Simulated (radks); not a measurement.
Results of a calculation; reference values are marked as such.
Exchange energies: the exact (Fock) value of the Kohn-Sham orbitals and density-functional approximations, in hartree. Species: Sb [Kr] 4d10 5s2 5p3; Cu27+ [He]; N3+ [He] 2s2; Mn [Ar] 3d5 4s2. Level of theory: non-relativistic Kohn-Sham, exchange-only LDA, spin-polarised, spherical densities, point nucleus (a radial shooting solver on a logarithmic mesh with Libxc functionals). Every spin shell is full or empty, so the densities are truly spherical. Functionals are evaluated on that one density, not self-consistently.

| functional | Sb | Cu27+ | N3+ | Mn |
|---|---|---|---|---|
| exact | -163.596 | -17.8677 | -5.09288 | -50.7652 |
| LDA | -155.73 | -15.330 | -4.4439 | -47.522 |
| B88 | -163.64 | -17.720 | -5.0860 | -50.902 |
| revPBE | -163.12 | -17.765 | -5.1068 | -50.787 |
| RPBE | -163.21 | -17.804 | -5.1239 | -50.840 |
| PW91 | -163.59 | -17.557 | -5.0622 | -50.871 |
| SOGGA | -159.90 | -16.703 | -4.8192 | -49.366 |
| EV93 | -163.08 | -18.540 | -5.3260 | -51.126 |
| APBE | -164.10 | -17.778 | -5.1253 | -51.150 |
| TPSS | -163.12 | -17.872 | -5.1192 | -50.908 |
| r2SCAN | -163.42 | -17.873 | -5.0715 | -50.836 |
| MVS | -163.71 | -17.873 | -5.0626 | -50.783 |
